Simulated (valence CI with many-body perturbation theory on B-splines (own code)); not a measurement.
Ladder of approximations for Tm²⁰⁺

Calculated by relativistic CI+MBPT: three valence electrons over a frozen Dirac-Fock core [Kr] 4d10, a basis of 8 s, 8 p, 9 d, 9 f, 6 g, 3 h, 2 i functions for each j, with the one-electron correlation potential Σ1, the two-electron term Σ2, the three-electron term Σ3, Breit, model QED; selected CI, second order for the rest (own B-spline code, finite nucleus).

No measured spectrum was set against this ion. As an estimate, terms of the open shell hold to a few per cent of their energy, and close levels can change places. Core correlation moves these levels by up to 43000 cm⁻¹, and in measured spectra 5 to 20 % of such shifts remained as error; rates that hang on mixing are uncertain with them.

Each rung adds one term. CI alone is the Dirac-Coulomb CI over the frozen core; QED comes last and gives the full result, which names the levels. Energies are above 4f3 4I°_9/2 on the same rung, in cm⁻¹.

Names give the largest LS component (configuration and term), which can be under half, so a name can repeat, a term be missing and a line seem to break the LS rules; names also repeat where a configuration has a term twice. Letters in brackets count levels of one name in rising energy.

```tsv
Level	CI alone	Σ1	Σ2	Σ3	Breit	QED	Full
4f3 4I°_11/2	10602	+407	+493	+35	-796	+56	10798
4f3 4I°_13/2	20702	+736	+810	+50	-1557	+99	20839
4f3 4F°_3/2	29878	+216	-2023	+75	+313	+11	28470
4f3 4I°_15/2	30238	+1001	+1003	+37	-2261	+132	30150
4f3 2H°_9/2 [a]	32760	+426	-147	-394	-488	+42	32201
4f3 4F°_5/2	36802	+518	-1508	-43	-277	+54	35545
4f3 4S°_3/2	39177	+586	-1452	+947	-342	+61	38977
4f3 4F°_7/2	40439	+605	-943	-255	-648	+65	39263
4f3 4G°_5/2	45874	+412	-2734	+178	+90	+31	43851
4f3 4F°_9/2	47755	+939	-483	-183	-1278	+111	46861
4f3 4G°_7/2	49050	+717	-1618	+7.8	-518	+72	47709
4f3 2H°_11/2 [a]	49277	+958	+321	-268	-1471	+111	48927
4f3 2K°_13/2	53130	+735	-762	-151	-1297	+78	51732
4f3 2G°_7/2 [a]	56724	+937	-778	-284	-987	+107	55719
4f3 2D°_3/2 [a]	58014	+849	-1807	+642	-547	+85	57235
4f3 4G°_9/2	59869	+979	-1780	+106	-1137	+107	58144
4f3 2K°_15/2	62230	+963	-1079	-66	-1836	+103	60315
4f3 2P°_1/2	62405	+775	-2171	+1199	-373	+69	61906
4f3 4G°_11/2	68099	+1138	-1666	-92	-1673	+125	65932
```

The middle columns are the shifts that each term adds.

How does the ionisation energy move along the ladder, and which term matters most?

CI alone 518.49, + Σ1 521.87, + Σ2 527.21, + Σ3 527.24, + Breit 527.27, + QED 527.30 eV. The largest step is Σ2, 5.35 eV. NIST lists 530 ± 30 eV (theoretical).
